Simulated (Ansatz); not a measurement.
`O=CCCBr` + GeH₄ → `[GeH3][CH2]CBr` + `C=O`  (formal exchange of groups at a C–C bond)

Gas-phase electronic energies from Ansatz, PBE0-D4/def2-TZVP geometries. CCSD(T)/CBS is the MP2 limit (def2-TZVPP, def2-QZVPP) plus CCSD(T) − MP2 in def2-TZVPP, frozen cores. This one scheme is used for every species. Functionals use def2-TZVPP. B3LYP here is the variant with VWN-RPA as its local correlation; programs differ in this. For Br, Ge outer-core shells are correlated without core-valence functions, which leaves a few kJ/mol of doubt a bond. Scalar relativity is left out up to krypton. One conformer a species, not always the lowest.

```json
{"level": "r2SCAN-D4", "ΔE (kJ/mol)": "11.7", "difference from CCSD(T)/CBS": "9.4"}
{"level": "PBE0-D4", "ΔE (kJ/mol)": "10.2", "difference from CCSD(T)/CBS": "7.9"}
{"level": "B3LYP-D4", "ΔE (kJ/mol)": "8.2", "difference from CCSD(T)/CBS": "5.9"}
{"level": "ωB97M-V", "ΔE (kJ/mol)": "9.4", "difference from CCSD(T)/CBS": "7.1"}
{"level": "PBE", "ΔE (kJ/mol)": "10.3", "difference from CCSD(T)/CBS": "8.0"}
{"level": "r2SCAN", "ΔE (kJ/mol)": "11.8", "difference from CCSD(T)/CBS": "9.5"}
{"level": "PBE0", "ΔE (kJ/mol)": "10.6", "difference from CCSD(T)/CBS": "8.3"}
{"level": "MP2/def2-TZVPP", "ΔE (kJ/mol)": "0.5", "difference from CCSD(T)/CBS": "-1.8"}
{"level": "HF/CBS(def2)", "ΔE (kJ/mol)": "12.1", "difference from CCSD(T)/CBS": "9.8"}
{"level": "CCSD/CBS(def2)", "ΔE (kJ/mol)": "2.7", "difference from CCSD(T)/CBS": "0.4"}
{"level": "CCSD(T)/CBS", "ΔE (kJ/mol)": "2.3", "difference from CCSD(T)/CBS": "0"}
```

Largest T1 diagnostic among the species: 0.015.

In def2-TZVPP, CCSD(T) changes the Hartree–Fock value by −7.8 kJ/mol (the triples alone add −0.4 kJ/mol) and MP2 by −10.7 kJ/mol.
